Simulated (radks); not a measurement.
The numbers below are computed, except where a source is named.
All-electron atom: Te XVI in [Kr] 4d1 (the NIST ground configuration). Level of theory: Dirac Kohn-Sham, PBE, spin-unpolarised, spherical densities, point nucleus; open shells are shared between the two j in proportion to 2j + 1 (a radial shooting solver on a logarithmic mesh with Libxc functionals).

Normalised radial functions P(r) = r R(r) (large component), r in bohr:

| r | 4p3/2 | 4d5/2 |
|---|---|---|
| 0.001598 | 0.0022 | 0.0000 |
| 0.001802 | 0.0028 | 0.0000 |
| 0.002048 | 0.0036 | 0.0000 |
| 0.002309 | 0.0045 | 0.0000 |
| 0.002624 | 0.0057 | 0.0000 |
| 0.002982 | 0.0073 | 0.0001 |
| 0.003362 | 0.0091 | 0.0001 |
| 0.003821 | 0.0116 | 0.0001 |
| 0.004343 | 0.0147 | 0.0002 |
| 0.004897 | 0.0183 | 0.0003 |
| 0.005566 | 0.0231 | 0.0004 |
| 0.006326 | 0.0292 | 0.0005 |
| 0.007132 | 0.0361 | 0.0008 |
| 0.008106 | 0.0453 | 0.0011 |
| 0.00914 | 0.0558 | 0.0015 |
| 0.01039 | 0.0694 | 0.0022 |
| 0.01181 | 0.0859 | 0.0031 |
| 0.01331 | 0.1045 | 0.0044 |
| 0.01513 | 0.1280 | 0.0062 |
| 0.0172 | 0.1557 | 0.0088 |
| 0.01939 | 0.1859 | 0.0121 |
| 0.02204 | 0.2225 | 0.0169 |
| 0.02504 | 0.2636 | 0.0236 |
| 0.02824 | 0.3058 | 0.0320 |
| 0.03209 | 0.3534 | 0.0439 |
| 0.03618 | 0.3988 | 0.0588 |
| 0.04113 | 0.4454 | 0.0794 |
| 0.04674 | 0.4863 | 0.1062 |
| 0.0527 | 0.5148 | 0.1381 |
| 0.0599 | 0.5290 | 0.1803 |
| 0.06808 | 0.5198 | 0.2321 |
| 0.07676 | 0.4836 | 0.2897 |
| 0.08724 | 0.4100 | 0.3603 |
| 0.09836 | 0.3049 | 0.4336 |
| 0.1118 | 0.1543 | 0.5161 |
| 0.1271 | -0.0305 | 0.5974 |
| 0.1433 | -0.2238 | 0.6655 |
| 0.1628 | -0.4321 | 0.7194 |
| 0.1851 | -0.6167 | 0.7422 |
| 0.2086 | -0.7406 | 0.7238 |
| 0.2371 | -0.7912 | 0.6506 |
| 0.2695 | -0.7339 | 0.5142 |
| 0.3039 | -0.5719 | 0.3274 |
| 0.3454 | -0.2903 | 0.0716 |
| 0.3894 | 0.0517 | -0.2069 |
| 0.4426 | 0.4551 | -0.5204 |
| 0.503 | 0.8404 | -0.8181 |
| 0.5672 | 1.1314 | -1.0507 |
| 0.6446 | 1.3200 | -1.2174 |
| 0.7326 | 1.3572 | -1.2765 |
| 0.826 | 1.2596 | -1.2283 |
| 0.9388 | 1.0493 | -1.0810 |
| 1.067 | 0.7852 | -0.8680 |
| 1.203 | 0.5405 | -0.6475 |
| 1.367 | 0.3232 | -0.4281 |
| 1.542 | 0.1768 | -0.2613 |
| 1.752 | 0.0804 | -0.1357 |
| 1.991 | 0.0310 | -0.0608 |
| 2.245 | 0.0107 | -0.0246 |
| 2.552 | 0.0028 | -0.0078 |

4p3/2: eigenvalue -418.12 eV, 2 radial nodes at r = 0.125, 0.383 bohr, <r> = 0.749 bohr, 90 % of the charge inside 1.07 bohr. 4d5/2: eigenvalue -339.36 eV, 1 radial node at r = 0.357 bohr, <r> = 0.790 bohr, 90 % of the charge inside 1.16 bohr.
